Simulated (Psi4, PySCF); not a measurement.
Interaction energy of BCl3 ··· H3O+ (SMILES ClB(Cl)Cl and [OH3+]) (charge +1). Monomers: optimised at B3LYP-D3(BJ) (def2-TZVP), held rigid. Orientation: a higher rigid-body minimum at GFN2-xTB. Only R, the distance of the centres of mass, is varied, so the lowest point isn't the relaxed dimer.

Geometry at R = 4.52 Å (first 4 atoms: monomer A):
```
8

Cl    -0.8376     1.5310     0.0067
B      0.0003     0.0000    -0.0005
Cl    -0.9077    -1.4904     0.0064
Cl     1.7450    -0.0406    -0.0126
O     -0.7768     4.4579    -0.1258
H     -0.6603     3.4840    -0.0995
H     -1.0965     4.8352     0.7216
H     -1.2831     4.7689    -0.9065
```

- RHF/LANL2DZ = restricted Hartree-Fock/LANL2DZ, with its core potentials past Ne, no counterpoise correction (PySCF)
- RKS-B3LYP/LANL2DZ = restricted B3LYP/LANL2DZ, with its core potentials past Ne, no counterpoise correction in PySCF
- SCS-MP2/aug-cc-pVDZ = Psi4 with DF-SCS-MP2/aug-cc-pVDZ, frozen core, counterpoise-corrected
- MP2/aug-cc-pVDZ = Psi4 with DF-MP2/aug-cc-pVDZ, frozen core, counterpoise-corrected
- PBE/def2-TZVP, counterpoise-corrected (Psi4)

Interaction energies in kJ/mol (negative: bound); R is the distance of the centres of mass, d the Cl1···H6 distance.

| R / Å | d / Å | RHF/LANL2DZ | RKS-B3LYP/LANL2DZ | SCS-MP2/aug-cc-pVDZ | MP2/aug-cc-pVDZ | PBE/def2-TZVP |
|---|---|---|---|---|---|---|
| 4.12 | 1.58 | 52.55 | 22.68 | 23.81 | 17.51 | -4.76 |
| 4.29 | 1.74 | 8.86 | -13.73 | -10.13 | -14.89 | -32.18 |
| 4.52 | 1.96 | -17.15 | -32.24 | -26.49 | -29.70 | -42.09 |
| 4.74 | 2.18 | -24.37 | -34.31 | -28.30 | -30.48 | -39.18 |
| 4.94 | 2.37 | -24.40 | -30.91 | -25.73 | -27.26 | -33.30 |
| 5.25 | 2.67 | -20.37 | -23.30 | -19.89 | -20.79 | -24.04 |
| 5.51 | 2.93 | -16.50 | -17.60 | -15.38 | -15.96 | -17.84 |
| 6.03 | 3.44 | -10.58 | -9.94 | -9.15 | -9.41 | -9.80 |
| 6.72 | 4.13 | -6.16 | -5.13 | -4.98 | -5.07 | -4.77 |
| 7.73 | 5.13 | -3.38 | -2.66 | -2.45 | -2.47 | -2.11 |
| 8.99 | 6.38 | -1.91 | -1.46 | -1.24 | -1.25 | -1.03 |

Lowest grid point: RHF/LANL2DZ -24.40 kJ/mol at R = 4.94 Å; RKS-B3LYP/LANL2DZ -34.31 kJ/mol at R = 4.74 Å; SCS-MP2/aug-cc-pVDZ -28.30 kJ/mol at R = 4.74 Å; MP2/aug-cc-pVDZ -30.48 kJ/mol at R = 4.74 Å; PBE/def2-TZVP -42.09 kJ/mol at R = 4.52 Å.
